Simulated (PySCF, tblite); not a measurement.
C6H8O3S.
Z-matrix (Å and degrees, GFN2-xTB geometry), rows numbered from 1:
```
C 
C   1  1.3311
C   2  1.4415  1  122.91
C   3  1.3432  2  126.08  1   173.53
C   4  1.4375  3  127.51  2    -2.50
C   5  1.3223  4  132.68  3   -38.08
S   5  1.7959  4  110.88  3   143.14
O   7  1.4338  5  110.91  4    37.84
O   7  1.4254  5  110.85  4   172.39
O   7  1.6234  5   99.45  4   -73.63
H   1  1.0777  2  121.47  3    -2.02
H   1  1.0760  2  122.07  3   178.62
H   2  1.0805  1  120.31  3  -178.19
H   3  1.0824  2  115.62  1    -8.76
H   4  1.0821  3  119.72  2   174.23
H   6  1.0777  5  122.87  4    -1.58
H   6  1.0762  5  118.90  4  -179.14
H  10  0.9588  7  109.88  5   116.00
```

Computed, not measured: PBE0/pcSseg-1 in PySCF (dipole) on a GFN2-xTB geometry, gas phase.

Masses are those of the commonest isotopes; rigid-rotor values at the optimised geometry. The values belong to one conformer with, in the numbering `[CH2:1]=[CH:2]/[CH:3]=[CH:4]\[C:5](=[CH2:6])[S:7](=[O:8])(=[O:9])[OH:10]`, C1–C2–C3–C4 174°, C3–C4–C5–C6 -38°, C4–C5–S7–O8 38°, C5–S7–O10–H 116°.

Problem. Give the principal moments of inertia and the rotational constants in cm⁻¹.

Solution. Ia = 190.13, Ib = 810.42, Ic = 863.03 u·Å²; 505379 MHz·u·Å²/I gives 2658, 623.6 and 585.6 MHz, that is A = 0.08866, B = 0.02080, C = 0.01953 cm⁻¹.

Problem. What kind of rotor is it?

Solution. A near-prolate asymmetric top: κ = (2 × 623.6 − 2658 − 585.6)/(2658 − 585.6) = -0.96.

Problem. What does the inertial defect say?

Solution. Not planar: Δ = Ic − Ia − Ib = -137.52 u·Å². For a rigid frame Δ = −2 Σ m c², so Σ m c² = 68.76 u·Å² lies off the ab plane: 6.41 from hydrogen and 62.35 from heavier atoms. The atom farthest from that plane is 1.52 Å away.

Problem. Give the other two planar moments, Paa and Pbb, and the rms extents of the mass along the axes.

Solution. Paa = Σ m a² = (Ib + Ic − Ia)/2 = 741.66 and Pbb = Σ m b² = (Ia + Ic − Ib)/2 = 121.37 u·Å². With the mass M = 160.02 u, the rms extents √(P/M) along a, b and c are 2.15, 0.87, 0.66 Å.

Problem. Give the coordinates in the principal-axis frame, origin at the centre of mass.

Solution. The sense of each axis is arbitrary; atoms in the order of the calculation.
```csv
atom,mass (u),a (Å),b (Å),c (Å)
C1,12.000,-4.335,0.037,0.433
C2,12.000,-3.019,0.177,0.291
C3,12.000,-2.204,-0.769,-0.431
C4,12.000,-0.899,-0.631,-0.717
C5,12.000,-0.051,0.490,-0.419
C6,12.000,-0.254,1.797,-0.432
S7,31.972,1.602,-0.057,0.024
O8,15.995,2.000,-1.179,-0.775
O9,15.995,2.487,1.052,0.149
O10,15.995,1.300,-0.643,1.507
H11,1.008,-4.865,-0.786,-0.018
H12,1.008,-4.927,0.739,0.993
H13,1.008,-2.506,1.010,0.749
H14,1.008,-2.701,-1.683,-0.729
H15,1.008,-0.363,-1.447,-1.184
H16,1.008,-1.192,2.240,-0.725
H17,1.008,0.560,2.452,-0.175
H18,1.008,1.464,-1.587,1.525
```

Problem. Where do the levels up to J = 2 lie, in MHz?

Solution. Above 0(0,0):
J = 1: 1(0,1) 1209, 1(1,1) 3244, 1(1,0) 3282
J = 2: 2(0,2) 3627, 2(1,2) 5624, 2(1,1) 5738, 2(2,1) 11842, 2(2,0) 11842
Those of J = 1 are B + C, A + C and A + B.

Problem. Which types of transition are allowed, and where do some lines up to J = 5 fall?

Solution. The dipole components are |μa| = 4.35 D, |μb| = 0.56 D, |μc| = 0.67 D. The squared components, which scale the intensities, stand as 1.00 : 0.02 : 0.02 (a : b : c). Some lines, for components of 0.1 D or more:

| type | branch | J(Ka,Kc) | MHz | lower level (cm⁻¹) |
| --- | --- | --- | --- | --- |
| b | R | 2(0,2) ← 1(1,1) | 383 | 0.108 |
| b | R | 4(0,4) ← 3(1,3) | 2890 | 0.307 |
| b | R | 1(1,1) ← 0(0,0) | 3244 | 0.000 |
| a | R | 4(0,4) ← 3(0,3) | 4831 | 0.242 |
| a | R | 4(3,2) ← 3(3,1) | 4838 | 0.858 |
| a | R | 4(1,3) ← 3(1,2) | 4912 | 0.314 |
| a | R | 5(2,4) ← 4(2,3) | 6045 | 0.677 |
| a | R | 5(4,1) ← 4(4,0) | 6047 | 1.499 |
| c | Q | 2(2,1) ← 2(1,1) | 6103 | 0.191 |
| b | Q | 3(2,2) ← 3(1,3) | 6275 | 0.307 |
| b | Q | 5(2,4) ← 5(1,5) | 6448 | 0.664 |
| b | R | 4(1,4) ← 3(0,3) | 6701 | 0.242 |
| b | R | 5(1,5) ← 4(0,4) | 7819 | 0.403 |
| c | R | 3(2,2) ← 2(1,2) | 9845 | 0.188 |
| c | Q | 5(3,3) ← 5(2,3) | 10254 | 0.880 |
| b | R | 5(2,4) ← 4(1,3) | 12016 | 0.478 |
| c | R | 3(3,1) ← 2(2,1) | 13895 | 0.395 |
| b | Q | 5(4,2) ← 5(3,3) | 14373 | 1.222 |
| c | R | 4(3,2) ← 3(2,2) | 15106 | 0.516 |
| c | R | 5(3,3) ← 4(2,3) | 16317 | 0.677 |
| b | R | 4(4,1) ← 3(3,0) | 19211 | 0.858 |
| c | R | 4(4,1) ← 3(3,1) | 19211 | 0.858 |

Its GFN2-xTB frequencies are all real (lowest 37 cm⁻¹). These are rigid-rotor constants of the computed structure; measured ground-state constants (B0) also hold zero-point vibration.

Hardware: Arm Neoverse N1, one thread, on a shared host. Cost: 82 s wall, 0.95 GiB resident at most. This is the PBE0/pcSseg-1 job that gave the dipole, with the shieldings it also computed.
